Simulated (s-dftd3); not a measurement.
ammonia borane (H$_{6}$BN), singlet, geometry from GFN2-xTB; D3(bj) for revpbe (s-dftd3).

The s-dftd3 input:
```
$ s-dftd3 mol.xyz --bj revpbe --json dftd3.json --noedisp --grad

# file mol.xyz
8

B     -0.91491923     0.11210003    -0.01661920
N      0.73087909    -0.08955061     0.01327617
H     -1.31399349    -0.64168266    -0.84737361
H     -1.09154966     1.25500958    -0.29974635
H     -1.29004994    -0.16052617     1.07999077
H      0.93390981    -1.05286399     0.25124010
H      1.12008257     0.53455889     0.70957279
H      1.10004319     0.13185843    -0.90352092
```

The log (banner, timings and long lists left out):

```
-----------------------------------
 s i m p l e   D F T - D 3  v1.4.0
-----------------------------------

Rational (Becke-Johnson) damping: revpbe-D3(BJ)
---------------------
  s6         1.0000
  s8         2.3550
  s9         0.0000
  a1         0.5238
  a2         3.5016
 alp        14.0000
--------------------

Dispersion energy:      -9.4631057877577E-03 Eh

Gradient norm:           7.0868497857671E-04 Eh/a0
--------------------------------------------------
     #    Z           dE/dx      dE/dy      dE/dz
--------------------------------------------------
     1    5 B    -1.588E-04  1.946E-05 -2.885E-06
     2    7 N     1.532E-04 -1.877E-05  2.783E-06
     3    1 H    -2.580E-04 -2.578E-05 -6.356E-05
     4    1 H    -2.421E-04  1.098E-04 -2.441E-05
     5    1 H    -2.563E-04  8.621E-06  7.423E-05
     6    1 H     2.394E-04 -1.458E-04  3.342E-05
     7    1 H     2.625E-04  5.119E-05  9.028E-05
     8    1 H     2.600E-04  1.225E-06 -1.099E-04
--------------------------------------------------

Virial:
--------------------------------------------------
      component           x          y          z
--------------------------------------------------
          x       3.769E-03 -3.895E-04  5.774E-05
          y      -3.895E-04  6.384E-04 -7.075E-06
          z       5.774E-05 -7.075E-06  5.918E-04
--------------------------------------------------

[Info] JSON dump of results written to 'dftd3.json'
```
